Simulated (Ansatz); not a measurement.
Relaxation of C₂H₉NOSi (14 atoms, charge 0, multiplicity 1), to a largest force component of 0.02 eV/Å in at most 40 steps.

Level of theory: Ansatz 0.2.0, RKS PBE/STO-3G.

```xyz
14
Properties=species:S:1:pos:R:3
Si 0.000 0.000 0.000
O 0.000 0.000 1.680
H -0.909 -0.281 2.017
N 1.716 0.000 -0.606
C 2.407 -1.273 -0.857
H 1.743 -1.947 -1.437
H 3.336 -1.083 -1.433
H 2.664 -1.752 0.111
C 2.411 1.273 -0.845
H 3.038 1.188 -1.757
H 1.665 2.082 -0.984
H 3.057 1.512 0.026
H -0.688 1.191 -0.486
H -0.688 -1.191 -0.486
```

Where does it end, and by what steps?

It converged. Limits of this set-up: minimal basis. After 8 steps the energy has fallen by 0.412 eV; N4 moved furthest, 0.45 Å.

```csv
step,energy less start (eV),largest force component (eV/Å),accepted
0,0.0000,3.162,yes
1,-0.2503,0.982,yes
2,-0.3217,0.364,yes
3,-0.3595,0.776,yes
4,-0.3990,0.269,yes
5,-0.4101,0.059,yes
6,-0.4112,0.034,yes
7,-0.4117,0.024,yes
8,-0.4118,0.012,yes
```

```xyz
14
Properties=species:S:1:pos:R:3
Si -0.026 -0.011 -0.124
O 0.284 -0.089 1.585
H -0.668 -0.233 1.966
N 1.515 0.010 -1.008
C 2.350 -1.229 -0.858
H 1.721 -2.122 -1.055
H 3.174 -1.212 -1.606
H 2.819 -1.350 0.150
C 2.360 1.232 -0.786
H 3.184 1.252 -1.533
H 1.737 2.139 -0.930
H 2.829 1.290 0.228
H -0.740 1.214 -0.496
H -0.785 -1.174 -0.591
```

Whether the end is a true minimum wasn't checked by a vibrational analysis.

Time of the run: 26 s on 1 thread of Arm Neoverse V2, with other jobs on the host, peak memory 0.14 GiB.
